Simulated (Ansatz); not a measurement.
Other settings, tried on BMe2F (C2H6BF).

```yaml
crystal:
  periodic: [false, false, false]
  atoms:
    - {symbol: B, position_ang: [-0.279166, -0.476957, -0.010926]}
    - {symbol: C, position_ang: [1.285422, -0.559740, -0.011839]}
    - {symbol: H, position_ang: [1.612497, -0.579232, 1.045677]}
    - {symbol: H, position_ang: [1.768558, 0.319550, -0.464582]}
    - {symbol: H, position_ang: [1.670623, -1.479507, -0.477837]}
    - {symbol: C, position_ang: [-1.112581, 0.849655, 0.018680]}
    - {symbol: H, position_ang: [-1.319069, 1.128595, -1.032668]}
    - {symbol: H, position_ang: [-0.573135, 1.699354, 0.463566]}
    - {symbol: H, position_ang: [-2.091968, 0.731296, 0.507325]}
    - {symbol: F, position_ang: [-0.961180, -1.633003, -0.037407]}
basis:
  gaussian: {orbitals: def2-mTZVPP}
hamiltonian: {xc: {name: wPBEh}}
scf: {lower_state_search: off}
output: {forces: true}
```

```sh
$ ansatz run in.yaml --threads 4 --pin off --events-out ev --progress --plain --max-ram 3916MiB
```

It prints (some lines left out):

```
Functional definition: wPBEh
1024 factors; integrals over basis functions are off by at most 1.2e-3 eV
85 factors; integrals over basis functions are off by at most 3.1e-7 eV
mean field evaluation 1: about -5554.9163 eV, gradient 6.4e1 eV
mean field evaluation 2: about -5552.4066 eV, gradient 6.9e1 eV
mean field evaluation 4: about -5563.5282 eV, gradient 3.3e0 eV
mean field evaluation 8: about -5563.5443 eV, gradient 9.6e-2 eV
mean field evaluation 16: about -5563.5443 eV, gradient 2.1e-6 eV
mean field -5563.54430715 eV, -204.4564821820 hartree, gradient 2.1e-6 eV, S^2 0.000000; 0 other end points of the search recorded, 0 dependent functions left out
reference -5563.54434442 eV, -204.4564835517 hartree; 16, 16 occupied and 95, 95 virtual orbitals, 1024 factors
Total energy: -5563.54434442 eV, -204.4564835517 hartree
Atom 0 at    -0.279166    -0.476957    -0.010926 Å, force    -0.003292    -0.005293     0.002866 eV/Å
Atom 1 at     1.285422    -0.559740    -0.011839 Å, force     0.145710    -0.024298     0.062218 eV/Å
Atom 2 at     1.612497    -0.579232     1.045677 Å, force    -0.048871     0.003321    -0.239635 eV/Å
Atom 3 at     1.768558     0.319550    -0.464582 Å, force    -0.126062    -0.228081     0.097624 eV/Å
Atom 4 at     1.670623    -1.479507    -0.477837 Å, force    -0.094019     0.236164     0.103224 eV/Å
Atom 5 at    -1.112581     0.849655     0.018680 Å, force    -0.098007     0.113464    -0.065505 eV/Å
Atom 6 at    -1.319069     1.128595    -1.032668 Å, force     0.034596    -0.039131     0.239550 eV/Å
Atom 7 at    -0.573135     1.699354     0.463566 Å, force    -0.138085    -0.223537    -0.095795 eV/Å
Atom 8 at    -2.091968     0.731296     0.507325 Å, force     0.248344     0.035047    -0.107877 eV/Å
Atom 9 at    -0.961180    -1.633003    -0.037407 Å, force     0.079686     0.132344     0.003330 eV/Å
Dipole moment:     0.147913     0.253053     0.005758 e Å
Checks for a lower state left out: stability, starts, cluster_reference, orbital_swaps, neighbouring_geometries, increment
```

It took 0.85 s on 4 threads of Arm Neoverse V2 on a shared host.
